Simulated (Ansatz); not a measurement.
Calculated with Ansatz (gas phase, PBE0-D4/def2-TZVP geometries, no zero-point term in ΔE). CCSD(T)/CBS is the MP2 limit (def2-TZVPP, def2-QZVPP) plus CCSD(T) − MP2 in def2-TZVPP, frozen cores. This one scheme is used for every species. DFT in def2-TZVPP. HSE06 is defined as in plane-wave codes. Open shells (•) are unrestricted, without spin–orbit coupling. One conformer a species, not always the lowest.

Consider the homolysis of the C–Si bond: `C[SiH2][Si](F)(F)F` → `[CH3]`• + `F[Si](F)(F)[SiH2]`•.

```json
{"level": "PBE-D4", "ΔE (kcal/mol)": "88.7", "difference from CCSD(T)/CBS": "-2.4"}
{"level": "B97M-V", "ΔE (kcal/mol)": "88.6", "difference from CCSD(T)/CBS": "-2.5"}
{"level": "PBE0-D4", "ΔE (kcal/mol)": "88.2", "difference from CCSD(T)/CBS": "-2.9"}
{"level": "r2SCANh-D4", "ΔE (kcal/mol)": "83.7", "difference from CCSD(T)/CBS": "-7.4"}
{"level": "BHLYP-D4", "ΔE (kcal/mol)": "86.0", "difference from CCSD(T)/CBS": "-5.1"}
{"level": "PBE", "ΔE (kcal/mol)": "87.2", "difference from CCSD(T)/CBS": "-3.9"}
{"level": "r2SCAN", "ΔE (kcal/mol)": "83.3", "difference from CCSD(T)/CBS": "-7.8"}
{"level": "r2SCANh", "ΔE (kcal/mol)": "83.2", "difference from CCSD(T)/CBS": "-7.9"}
{"level": "r2SCAN0", "ΔE (kcal/mol)": "83.1", "difference from CCSD(T)/CBS": "-8.0"}
{"level": "HSE06", "ΔE (kcal/mol)": "87.0", "difference from CCSD(T)/CBS": "-4.1"}
{"level": "CCSD(T)/CBS", "ΔE (kcal/mol)": "91.1", "difference from CCSD(T)/CBS": "0"}
```

Largest T1 diagnostic among the species: 0.014.

Leaving LDA and LC-ωPBE aside and taking each functional with its dispersion term where it has one, the values, not all of them listed here, spread over 8.8 kcal/mol, from r2SCAN0-D4 to ωB97X-V. LDA lies +15.3 kcal/mol from PBE without D4, its usual overbinding. In def2-TZVPP, CCSD(T) changes the Hartree–Fock value by +24.8 kcal/mol (the triples alone add +2.0 kcal/mol) and MP2 by +27.9 kcal/mol; breaking electron pairs costs correlation energy, which Hartree–Fock lacks.
